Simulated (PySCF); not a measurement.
SMILES C#Cc1ccc(F)cc1 (C₈H₅F), GFN2-xTB optimised geometry.

```
14

C     -1.98    -2.45     0.00
C     -1.38    -1.41     0.00
C     -0.67    -0.19     0.00
C     -1.36     1.02     0.00
C     -0.67     2.22     0.00
C      0.71     2.19     0.00
F      1.39     3.36     0.00
C      1.43     1.00     0.00
C      0.73    -0.19     0.00
H     -2.50    -3.36     0.00
H     -2.44     1.02     0.00
H     -1.19     3.17     0.00
H      2.50     1.03     0.00
H      1.26    -1.13     0.00
```

Density from PBE/def2-TZVP run with PySCF at that geometry.

Minimum of the electron density along straight lines between bonded atoms, close to the bond critical point (lines longer than 1.1 times the sum of covalent radii, or with two minima, are not listed):

```csv
bond,length / Å,ρ at the minimum / e bohr⁻³,∇²ρ there / e bohr⁻⁵,position (fraction from the first atom)
C1–C2,1.200,[?],-1.20,0.49
C2–C3,1.416,0.293,[?],0.52
C3–C4,1.395,0.312,-0.88,0.50
C4–C5,1.381,0.319,-0.91,0.50
C5–C6,1.384,0.322,-0.94,0.48
C6–F7,1.350,[?],-0.17,0.34
C6–C8,1.384,0.322,-0.94,0.52
C3–C9,1.395,0.312,-0.88,0.50
C8–C9,1.381,0.319,-0.91,0.50
C1–H10,1.049,0.297,-1.10,0.66
C4–H11,1.080,0.287,-1.01,0.65
C5–H12,1.079,0.285,-1.00,0.65
C8–H13,1.079,0.285,-1.00,0.65
C9–H14,1.080,0.287,-1.01,0.65
```

### Question
Fill in the missing entries.

### Answer

- C1–C2, ρ at the minimum / e bohr⁻³: 0.417
- C2–C3, ∇²ρ there / e bohr⁻⁵: -0.82
- C6–F7, ρ at the minimum / e bohr⁻³: 0.264
